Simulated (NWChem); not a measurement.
CH$_{3}$FOSi, singlet; SMILES CO[Si]F

```xyz
7

Si     0.6474    -0.8452     0.0003
F     -0.9580    -1.2128    -0.0001
O      0.5916     0.8052     0.0000
C     -0.4770     1.7220    -0.0010
H     -1.4524     1.2108     0.0025
H     -0.4065     2.3680     0.8882
H     -0.4100     2.3623    -0.8944
```
Atoms are numbered in this order, from 1.

Computed with NWChem. Low-valent species are run as closed-shell singlets; no triplet was tried in these runs. Structure relaxed at the PBE0/def2-SVP level. Level: M06-2X/def2-SVP with SMD (1 M gas to 1 M solution), gas-phase geometry. Reactions with the solvent are ignored.

| solvent | dielectric constant | solvation free energy (kcal/mol) | cavity-dispersion-structure term (kcal/mol) | dipole in solution (D) |
|---|---|---|---|---|
| water | 78.4 | -1.1 | 2.5 | 1.55 |
| methanol | 32.6 | -2.8 | 0.6 | 1.54 |
| dichloromethane | 8.93 | -2.9 | -0.3 | 1.55 |
| n-hexane | 1.88 | -2.0 | -0.7 | 1.41 |
